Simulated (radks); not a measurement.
Task: Cu I, 29 electrons, occupied as [Ar] 3d10 4s1. All-electron calculation, scalar-relativistic Kohn-Sham, PBE, spin-polarised, spherical densities, finite nucleus; open shells are filled with parallel spins first; Fermi nuclear charge, rms radius 3.8823 fm. Program: a radial shooting solver on a logarithmic mesh with Libxc functionals. Some entries of the table are withheld. Estimate them.

orbital,occ.,eigenvalue (eV),<r^2> (bohr^2),<1/r> (bohr^-1)
1s up,1,-8851.034,0.003656,29.16
1s down,1,-8851.004,0.003656,29.16
2s down,1,-1062.422,0.06527,6.328
2s up,1,-1062.384,0.06526,6.328
2p down,3,-916.9249,0.05227,6.210
2p up,3,-916.9024,0.05227,6.210
3s down,1,(1),0.5859,1.997
3s up,1,(2),0.5866,1.996
3p down,3,-72.0961,0.6640,1.843
3p up,3,-72.0680,0.6660,1.841
3d up,5,(3),1.632,1.358
4s up,1,-5.0045,9.963,(4)
3d down,5,(5),1.519,1.379
4s down,0,-4.0592,10.23,(6)

Result: 
(1) 3s down eigenvalue (eV): -114.6648
(2) 3s up eigenvalue (eV): -114.6180
(3) 3d up eigenvalue (eV): -5.0580
(4) 4s up <1/r> (bohr^-1): 0.4474
(5) 3d down eigenvalue (eV): -4.8941
(6) 4s down <1/r> (bohr^-1): 0.4453
